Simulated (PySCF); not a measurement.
(E)-1,1-difluorobut-2-ene (C₄H₆F₂), SMILES C/C=C/C(F)F.

Geometry optimised at PBE0-D3(BJ)/def2-SVP. One conformer was computed; it need not be the lowest.

These are PySCF with r2SCAN/def2-TZVP values and carry that method's errors.

Gas-phase values at a fixed geometry.

total energy: -355.67112 hartree
highest occupied level: -6.84 eV
lowest empty level: -0.99 eV
orbital gap: 5.85 eV
dipole moment: 2.39 D
quadrupole, principal values (traceless, Buckingham form, about the centre of nuclear charge): -3.89, -0.76, 4.66 D·Å
mean static polarisability: 51.6 bohr³ (7.65 Å³)
polarisability, principal values: 39.2, 46.6, 69.1 bohr³
